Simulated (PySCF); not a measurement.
CHO₂, SMILES O=C[O-], charge -1. Atoms are numbered in the order given.

```xyz
4

O      0.0000     1.1310    -0.2084
C      0.0000     0.0000     0.3136
O      0.0000    -1.1310    -0.2084
H      0.0000     0.0000     1.4521
```
Charge -1, spin multiplicity 1.

Geometry optimised at PBE0-D3(BJ)/def2-TZVPD.

Two levels are set side by side: PBE/pcSseg-2 (PySCF) and B3LYP/pcSseg-2 (PySCF). GIAO shifts against H2O (¹⁷O), TMS (¹H), TMS (¹³C) at the same level; non-relativistic, no solvent, atoms listed together averaged. Differences are taken from unrounded values.

```csv
quantity,PBE
"δ(¹⁷O) of O1, O3 (ppm)",372.0
δ(¹³C) of C2 (ppm),166.1
δ(¹H) of H4 (ppm),10.34
```

### Question
These are the PBE values. What does B3LYP give? (An estimate is asked for; the answer gives what the named calculation found.)

### Answer

```
quantity                B3LYP  PBE minus B3LYP
----------------------  -----  ---------------
δ(¹⁷O) of O1, O3 (ppm)  363.0              9.0
δ(¹³C) of C2 (ppm)      171.4             -5.3
δ(¹H) of H4 (ppm)        9.84             0.50
```

Rough cost on one machine, each run with all the roots and properties that it gave: B3LYP against PBE within a factor of 2.
